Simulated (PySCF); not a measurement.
Computed with PySCF with B3LYP-D3(BJ)/def2-TZVP. Gas-phase values, no solvent. B3LYP has the VWN-RPA correlation part, as in Gaussian. Excitations are Tamm–Dancoff values on a coarser integration grid. The basis has no diffuse functions, so Rydberg states are missing or too high.

Reference species (SMILES): `ClC1(Cl)CC1` (neutral, multiplicity 1).

```
Quantity                  Result
----------------------  --------
T1 excitation (TDA)      5.62 eV
HOMO–LUMO gap            7.50 eV
HOMO                    -7.69 eV
S1 oscillator strength     0.000
```

Changed species: `C/C(Cl)=C\Cl`.

### Question
Give the shifts of the T1 excitation (TDA), HOMO–LUMO gap, HOMO and S1 oscillator strength.

### Answer
the T1 excitation (TDA) decreases by 1.64 eV, to 3.98 eV; the HOMO–LUMO gap falls by 1.13 eV, to 6.37 eV; the HOMO increases by 0.75 eV, to -6.94 eV; the S1 oscillator strength stays essentially unchanged.
